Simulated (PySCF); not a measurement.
Molecule: C$_{4}$H$_{13}$NSi, charge 0, multiplicity 1. SMILES: NCCCC[SiH3]
Structure (B3LYP-D3(BJ)/def2-TZVP (Ansatz) minimum search):
```xyz
19

N     -3.6467    -0.5573     0.1283
C     -2.4557     0.1824    -0.2935
C     -1.1919    -0.4905     0.2243
C      0.0841     0.2610    -0.1485
C      1.3582    -0.4183     0.3676
Si     2.9409     0.4953    -0.0747
H     -4.4905    -0.0925    -0.1851
H     -3.6504    -1.4845    -0.2827
H     -2.5242     1.1901     0.1263
H     -2.3764     0.3014    -1.3852
H     -1.1377    -1.5106    -0.1741
H     -1.2656    -0.5869     1.3110
H      0.0272     1.2805     0.2474
H      0.1393     0.3634    -1.2374
H      1.4248    -1.4370    -0.0287
H      1.3106    -0.5213     1.4567
H      3.0767     0.6088    -1.5487
H      4.1299    -0.2179     0.4537
H      2.9225     1.8663     0.4940
```

Dispersion corrections to the total energy (kcal/mol) from the dftd3 and dftd4 libraries through PySCF: D3(BJ) without and D4 with the three-body term, each with the damping fitted for the functional named.

```json
[
 {"functional": "PW6B95", "D3(BJ)": "-4.55", "D4": "[?]"},
 {"functional": "B2PLYP", "D3(BJ)": "-7.24", "D4": "-6.08"},
 {"functional": "LC-wPBE", "D3(BJ)": "-8.67", "D4": "[?]"},
 {"functional": "HSE06", "D3(BJ)": "-6.07", "D4": "-6.77"},
 {"functional": "TPSS", "D3(BJ)": "-11.78", "D4": "-11.69"},
 {"functional": "BP86", "D3(BJ)": "-14.37", "D4": "-11.37"},
 {"functional": "B2GP-PLYP", "D3(BJ)": "-5.35", "D4": "[?]"}
]
```

### Question
Some entries are withheld; supply them.

### Answer

- PW6B95, D4: -7.39
- LC-wPBE, D4: -9.54
- B2GP-PLYP, D4: -3.68
